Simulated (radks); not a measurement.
Effect of the nuclear size on the europium ion Eu17+, [Kr] 4d10. All-electron calculation, Dirac Kohn-Sham, PBE, spin-unpolarised, spherical densities, finite nucleus; Fermi nuclear charge, rms radius 5.1115 fm. Program: a radial shooting solver on a logarithmic mesh with Libxc functionals. The rms radius is varied about that value; shifts are against it.

rms radius (fm)  total energy shift (eV)  density at nucleus (e/bohr^3)  1s1/2 shift (meV)  2s1/2 shift (meV)  4s1/2 shift (meV)  4p1/2 shift (meV)  4d5/2 shift (meV)  5s1/2 (empty) shift (meV)  5p1/2 (empty) shift (meV)
4.4163                             -4.77                      6.001e+05              -1970               -252              -13.5              0.283              0.618                      -4.18                      0.055
4.7844                             -2.31                      5.884e+05               -954               -122              -6.52              0.137              0.299                      -2.02                      0.027
5.1115                                 0                      5.789e+05              0.000              0.000              0.000              0.000              0.000                      0.000                      0.000
5.4591                              2.58                      5.695e+05               1070                136               7.28             -0.153             -0.334                       2.26                     -0.030
6.3843                              10.1                      5.479e+05               4160                531               28.4             -0.595              -1.30                       8.82                     -0.115

Slopes of the eigenvalues against <r^2> in GHz/fm^2, as finite differences over the two radii next to the reference (eigenvalue slopes, not the field-shift constants of lines): 1s1/2 70700, 2s1/2 9030, 4s1/2 483, 4p1/2 -10.1, 4d5/2 -22.2, 5s1/2 (empty) 150, 5p1/2 (empty) -1.97.
